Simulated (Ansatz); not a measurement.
# Two structures, one formula

The two ends of one reaction step of InHBrCl₃, singlet (PBE0-D4/def2-TZVP).

A:

In1  (-0.368, -0.750, 0.226)
Cl2  (0.027, 1.938, -0.561)
Cl3  (-1.562, -1.471, -1.608)
Cl4  (-1.464, -0.364, 2.216)
H5  (1.285, 1.657, -0.512)
Br6  (2.083, -1.010, 0.239)
(Å)

B:

```
6
angstrom
In -0.8780 -0.1016 0.0518
Cl -0.4469 2.0885 -0.5930
Cl -1.4621 -1.6371 -1.5645
Cl -1.3644 -0.5293 2.2636
H 2.1330 0.7735 -0.2783
Br 2.0183 -0.5939 0.1204
```

Computed with Ansatz 0.2.0 (basis: def2-TZVPP); correlated methods freeze the cores. Filled d shells of the heavier atoms are correlated. Core potentials replace the inner electrons of the atoms past krypton. The def2 sets are not built for correlating such inner shells, so the correlated values are less sure here. B3LYP uses VWN-RPA correlation.

Question: Which structure is lower at CCSD(T), and by how much? (Judge from chemistry; the value comes from the calculation.)

Answer: Computed: A, by 0.169 eV (electronic energy, against the other). By their contacts, A is InHBrCl₃ ([Cl][In]([Cl])([ClH])[Br]) and B is InHBrCl₃ ([Cl][In]([Cl])([Cl])[BrH]).

All methods give the same order:

| method | E(B) − E(A) (eV) |
| --- | --- |
| SPW92 | 0.184 |
| PBE-D4 | 0.180 |
| BLYP-D4 | 0.174 |
| r2SCAN-D4 | 0.179 |
| B97M-V | 0.141 |
| PBE0-D4 | 0.189 |
| B3LYP-D4 | 0.182 |
| r2SCAN0-D4 | 0.190 |
| BHLYP-D4 | 0.191 |
| CAM-B3LYP-D4 | 0.176 |
| wB97X-V | 0.173 |
| wB97M-V | 0.183 |
| B2PLYP | 0.184 |
| PBE-QIDH | 0.190 |
| RPA on PBE | 0.152 |
| HF | 0.200 |
| MP2 | 0.180 |
| CCSD | 0.170 |
| CCSD(T) | 0.169 |

No T1 diagnostic of these runs exceeds 0.011.

Labels in which every atom is bracketed show which atoms are joined, not bond orders.

For scale, one of the runs: CCSD(T)/def2-TZVPP, 238 basis functions, launched by `ansatz run in.yaml --threads 8 --pin off --events-out ev --progress --plain --max-ram 19148MiB`. Hardware: 8 CPU threads of an Arm Neoverse V1, shared host. Wall time 3 min; peak host memory 4.6 GiB.
